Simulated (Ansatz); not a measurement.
Abridged output of a molecular run in Ansatz:

```
Functional definition: HF
982 factors; integrals over basis functions are off by at most 1.1e-3 eV
mean field evaluation 1: about -160358.7741 eV, gradient 2.0e1 eV
mean field evaluation 2: about -160358.7798 eV, gradient 2.0e1 eV
mean field evaluation 4: about -160360.1229 eV, gradient 1.6e0 eV
mean field evaluation 8: about -160360.1376 eV, gradient 1.1e-1 eV
mean field evaluation 16: about -160360.1291 eV, gradient 4.0e-1 eV
mean field -160360.13773474 eV, -5893.1263657463 hartree, gradient 6.9e-6 eV, S^2 0.000000; 0 other end points of the search recorded, 0 dependent functions left out
28 core orbitals not correlated: weight in the atoms' cores, before any rotation towards them, 1.000 or more for the frozen orbitals, at most 0.000 for the correlated occupied ones
reference -160360.13773474 eV, -5893.1263657463 hartree; 23, 23 occupied and 54, 54 virtual orbitals, 982 factors
second order -18.61504944 eV of doubles, -0.00000000 eV of singles
cycle   1  -18.80422461 eV  change   -1.9e-1 eV  update   7.8e-2
cycle   2  -19.17283681 eV  change   -3.7e-1 eV  update   2.1e-2
cycle   3  -19.21244841 eV  change   -4.0e-2 eV  update   9.0e-3
cycle   4  -19.20311050 eV  change    9.3e-3 eV  update   1.8e-3
cycle   5  -19.20403407 eV  change   -9.2e-4 eV  update   6.6e-4
cycle   6  -19.20365567 eV  change    3.8e-4 eV  update   1.8e-4
cycle   7  -19.20356578 eV  change    9.0e-5 eV  update   5.6e-5
cycle   8  -19.20360128 eV  change   -3.5e-5 eV  update   1.6e-5
perturbative correction -0.43908409 eV, -0.0161360425 hartree
Total energy: -160379.78042010 eV, -5893.8482211192 hartree
```

Its atoms:

Z-matrix (Å, degrees):
```
Si
Cl 1 2.032
Br 1 2.197 2 109.7
Br 1 2.197 2 109.7 3 120.9
H 1 1.471 2 109.1 3 -119.5
```

Task: Which basis set was used?
A. def2-SVP
B. def2-QZVPP
C. def2-TZVPP
D. def2-TZVPPD

Result: A. It gives 105 functions.

Task: Write the keys of the input that set method, charge and spin (a neutral closed shell needs none for the last two).

Result: 
```yaml
correlation: {method: ccsd_t}
```
